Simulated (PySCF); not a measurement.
PySCF job for H2MgOSe, SMILES [OH][Mg][SeH], TDA-CAM-B3LYP/def2-SVPD. Coordinates come from a PBE0-D3(BJ)/def2-TZVP optimisation. The geometry has at least one imaginary mode, so it is a saddle point at that level. One conformer was computed; it need not be the lowest.

```python
import numpy as np
from pyscf import gto, scf, dft, tdscf

mol = gto.M(
    atom='''
    Mg   -0.00456925    1.20900179    0.00000000
    O     0.00545080    2.96145147   -0.00000000
    H    -0.00613197    3.90768690   -0.00000000
    Se   -0.04153443   -1.20270631   -0.00000000
    H     1.42952720   -1.21530552   -0.00000000
    ''',
    basis='def2-SVPD',
    charge=0,
    spin=0,
    symmetry=True,
    max_memory=1600,
    verbose=4,
)
mf = dft.RKS(mol, xc='cam-b3lyp').density_fit(auxbasis='def2-universal-jkfit')
mf.grids.level = 3
mf.conv_tol = 1e-9
mf.max_cycle = 100
mf.kernel()
mf.grids = dft.Grids(mol).set(level=1).build(with_non0tab=True)  # coarser grid for the response kernel
td = tdscf.TDA(mf)
td.singlet = True
td.nstates = 10
td.conv_tol = 1e-4
td.kernel(x0=td.get_init_guess(mf, 15))
td.analyze()
tt = tdscf.TDA(mf)
tt.singlet = False
tt.nstates = 4
tt.conv_tol = 1e-4
tt.kernel(x0=tt.get_init_guess(mf, 9))
tt.analyze(verbose=3)
```

Log of the run:

```
PySCF version 2.14.0

[INPUT] verbose = 4
[INPUT] num. atoms = 5
[INPUT] num. electrons = 56
[INPUT] charge = 0
[INPUT] spin (= nelec alpha-beta = 2S) = 0
[INPUT] symmetry True subgroup None
[INPUT] Mole.unit = angstrom
[INPUT] Symbol           X                Y                Z      unit          X                Y                Z       unit  Magmom
[INPUT]  1 Mg    -0.004569250000   1.209001790000   0.000000000000 AA   -0.008634631095   2.284682267209   0.000000000000 Bohr   0.0
[INPUT]  2 O      0.005450800000   2.961451470000   0.000000000000 AA    0.010300519160   5.596332209491   0.000000000000 Bohr   0.0
[INPUT]  3 H     -0.006131970000   3.907686900000   0.000000000000 AA   -0.011587743904   7.384458021551   0.000000000000 Bohr   0.0
[INPUT]  4 Se    -0.041534430000  -1.202706310000   0.000000000000 AA   -0.078488697440  -2.272785534186   0.000000000000 Bohr   0.0
[INPUT]  5 H      1.429527200000  -1.215305520000   0.000000000000 AA    2.701414895616  -2.296594590472   0.000000000000 Bohr   0.0

nuclear repulsion = 178.954971513383
point group symmetry = Cs
symmetry origin: [3.37451107e-10 2.69960892e-09 0.00000000e+00]
symmetry axis x: [1.00000000e+00 9.25813182e-10 0.00000000e+00]
symmetry axis y: [-9.25813182e-10  1.00000000e+00  0.00000000e+00]
symmetry axis z: [0. 0. 1.]
num. orbitals of irrep A' = 71
num. orbitals of irrep A" = 30
number of shells = 41
number of NR pGTOs = 175
number of NR cGTOs = 101
basis = def2-SVPD
ecp = {}


[settings echo left out]
init E= -2676.90787704689
HOMO (A") = -0.305411465985015  LUMO (A') = -0.105974422239441  gap/eV = 5.42696
cycle= 1 E= -2677.68760297567  delta_E= -0.78  |g|= 0.837  |ddm|= 2.93
HOMO (A") = -0.156848983847033  LUMO (A') = -0.015278083073043  gap/eV = 3.85234
cycle= 2 E= -2677.46491586506  delta_E= 0.223  |g|= 1.37  |ddm|= 1.43
HOMO (A") = -0.289652744857159  LUMO (A') = -0.0266790021528305  gap/eV = 7.15588
cycle= 3 E= -2677.83547532093  delta_E= -0.371  |g|= 0.0697  |ddm|= 0.85
HOMO (A") = -0.303071782800896  LUMO (A') = -0.0237131333601694  gap/eV = 7.60174
cycle= 4 E= -2677.83685566938  delta_E= -0.00138  |g|= 0.0253  |ddm|= 0.146
HOMO (A") = -0.297151631030195  LUMO (A') = -0.0234430497563252  gap/eV = 7.44799
cycle= 5 E= -2677.8370940033  delta_E= -0.000238  |g|= 0.00994  |ddm|= 0.0499
HOMO (A") = -0.297655792731621  LUMO (A') = -0.0233686954544976  gap/eV = 7.46373
cycle= 6 E= -2677.83711243818  delta_E= -1.84e-05  |g|= 0.00193  |ddm|= 0.0165
HOMO (A") = -0.297409521563766  LUMO (A') = -0.0233513643059067  gap/eV = 7.45750
cycle= 7 E= -2677.83711504756  delta_E= -2.61e-06  |g|= 0.00046  |ddm|= 0.00843
HOMO (A") = -0.297439497058623  LUMO (A') = -0.0233919459627212  gap/eV = 7.45721
cycle= 8 E= -2677.83711520096  delta_E= -1.53e-07  |g|= 0.000134  |ddm|= 0.00154
HOMO (A") = -0.297425460195413  LUMO (A') = -0.0233917997311877  gap/eV = 7.45684
cycle= 9 E= -2677.83711521594  delta_E= -1.5e-08  |g|= 2.76e-05  |ddm|= 0.000484
HOMO (A") = -0.29743083193631  LUMO (A') = -0.023391486221279  gap/eV = 7.45699
cycle= 10 E= -2677.83711521638  delta_E= -4.44e-10  |g|= 8.31e-06  |ddm|= 8.1e-05
HOMO (A") = -0.297429752874735  LUMO (A') = -0.0233920696278411  gap/eV = 7.45695
Extra cycle  E= -2677.83711521639  delta_E= -6.37e-12  |g|= 5.75e-06  |ddm|= 2.08e-05
converged SCF energy = -2677.83711521639
tot grids = 23688


******** <class 'pyscf.tdscf.rks.TDA'> for <class 'pyscf.df.df_jk.DFSymAdaptedRKS'> ********
nstates = 10 singlet
deg_eia_thresh = 1.000e-03
wfnsym = None
conv_tol = 0.0001
eigh lindep = 1e-12
eigh level_shift = 0
eigh max_cycle = 100


Excitation energies (eV)
[4.39389433 5.37294234 5.81390856 5.83080352 5.87567744 5.90225449
 6.40063106 6.86069291 7.01358926 7.10631734]

** Singlet excitation energies and oscillator strengths **
Excited State   1:   A"      4.39389 eV    282.17 nm  f=0.0514
      28 -> 29       -0.69026
Excited State   2:   A"      5.37294 eV    230.76 nm  f=0.0002
      28 -> 30       -0.51688
      28 -> 32       -0.25704
      28 -> 33        0.39218
Excited State   3:   A'      5.81391 eV    213.25 nm  f=0.0774
      27 -> 29       -0.57181
      28 -> 31       -0.35277
      28 -> 36       -0.11981
Excited State   4:   A"      5.83080 eV    212.64 nm  f=0.0194
      25 -> 29       -0.28654
      28 -> 30        0.37932
      28 -> 32       -0.35909
      28 -> 33        0.23075
      28 -> 35        0.22529
      28 -> 37        0.16817
Excited State   5:   A'      5.87568 eV    211.01 nm  f=0.0424
      26 -> 29       -0.67426
      26 -> 32        0.14481
Excited State   6:   A"      5.90225 eV    210.06 nm  f=0.0388
      25 -> 29       -0.61502
      25 -> 32        0.13448
      28 -> 30       -0.15383
      28 -> 32        0.16306
      28 -> 33       -0.13522
      28 -> 35       -0.10847
Excited State   7:   A'      6.40063 eV    193.71 nm  f=0.1861
      27 -> 29       -0.27708
      27 -> 30       -0.21106
      27 -> 32       -0.23007
      27 -> 33        0.22946
      28 -> 31        0.47670
      28 -> 36        0.16737
Excited State   8:   A"      6.86069 eV    180.72 nm  f=0.0375
      27 -> 31       -0.11588
      28 -> 32       -0.42839
      28 -> 33       -0.38665
      28 -> 34       -0.32947
Excited State   9:   A'      7.01359 eV    176.78 nm  f=0.1602
      27 -> 29        0.17913
      27 -> 30       -0.57594
      27 -> 33        0.17880
      28 -> 31       -0.23465
Excited State  10:   A"      7.10632 eV    174.47 nm  f=0.0001
      25 -> 30        0.66486
      25 -> 35        0.16253
      25 -> 43        0.10267

** Transition electric dipole moments (AU) **
state          X           Y           Z        Dip. S.      Osc.
  1         0.0000     -0.0000      0.6911      0.4776      0.0514
  2        -0.0000     -0.0000      0.0409      0.0017      0.0002
  3         0.0187      0.7368      0.0000      0.5432      0.0774
  4        -0.0000      0.0000      0.3682      0.1356      0.0194
  5         0.5337      0.0989     -0.0000      0.2946      0.0424
  6         0.0000     -0.0000      0.5183      0.2686      0.0388
  7        -0.0966      1.0850      0.0000      1.1866      0.1861
  8         0.0000     -0.0000      0.4723      0.2231      0.0375
  9        -0.4757     -0.8401      0.0000      0.9321      0.1602
 10        -0.0000      0.0000     -0.0170      0.0003      0.0001

** Transition velocity dipole moments (imaginary part, AU) **
state          X           Y           Z        Dip. S.      Osc.
  1         0.0000     -0.0000      0.1081      0.0117      0.0483
  2        -0.0000     -0.0000      0.0511      0.0026      0.0088
  3        -0.0001      0.1598      0.0000      0.0255      0.0797
  4        -0.0000      0.0000      0.0913      0.0083      0.0259
  5         0.1081      0.0246      0.0000      0.0123      0.0380
  6         0.0000     -0.0000      0.0940      0.0088      0.0272
  7        -0.0175      0.2075      0.0000      0.0434      0.1229
  8         0.0000     -0.0000      0.0965      0.0093      0.0246
  9        -0.0542     -0.1318      0.0000      0.0203      0.0525
 10        -0.0000      0.0000     -0.0040      0.0000      0.0000

** Transition magnetic dipole moments (imaginary part, AU) **
state          X           Y           Z
  1         0.3605      0.0680      0.0000
  2         0.0601      0.4096      0.0000
  3        -0.0000      0.0000     -0.2103
  4        -0.3289      0.1110      0.0000
  5        -0.0000      0.0000      0.9222
  6        -0.8491     -0.0718     -0.0000
  7         0.0000      0.0000     -0.1738
  8         0.0890     -0.1434     -0.0000
  9         0.0000      0.0000     -0.0135
 10        -0.0094     -0.0040     -0.0000


******** <class 'pyscf.tdscf.rks.TDA'> for <class 'pyscf.df.df_jk.DFSymAdaptedRKS'> ********
nstates = 4 triplet
deg_eia_thresh = 1.000e-03
wfnsym = None
conv_tol = 0.0001
eigh lindep = 1e-12
eigh level_shift = 0
eigh max_cycle = 100


Excitation energies (eV)
[4.08630949 5.01228194 5.1633313  5.55301046]

** Triplet excitation energies and oscillator strengths **
Excited State   1:   A"      4.08631 eV    303.41 nm  f=0.0000
Excited State   2:   A"      5.01228 eV    247.36 nm  f=0.0000
Excited State   3:   A'      5.16333 eV    240.12 nm  f=0.0000
Excited State   4:   A"      5.55301 eV    223.27 nm  f=0.0000
```

Self-consistency was reached.

Cost: around 40 core-seconds (rough).
